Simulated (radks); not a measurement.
The numbers below are computed, except where a source is named.
Problem. Successive ionisation energies (eV) of one element, from differences of total energies of ions in their ground configurations, starting at charge 0: 6.609, 14.080, 24.800, 37.020, 50.445, 102.00, 119.96, 138.50, 157.56, 180.22, 200.47, 248.05, 270.09, 483.19, 533.72, 585.94, 639.81, 695.29, 752.35, 815.03, 875.50, 937.47. Code: a radial shooting solver on a logarithmic mesh with Libxc functionals. Model: Dirac Kohn-Sham, PBE, spin-unpolarised, spherical densities, finite nucleus; open shells fill j = l - 1/2 first; Fermi nuclear charge, rms radius 4.324 fm. Which element is it?

Solution. Niobium (Z = 41). The first species listed is Nb in [Kr] 4d4 5s1, the last Nb21+ in [Ar] 3d2.
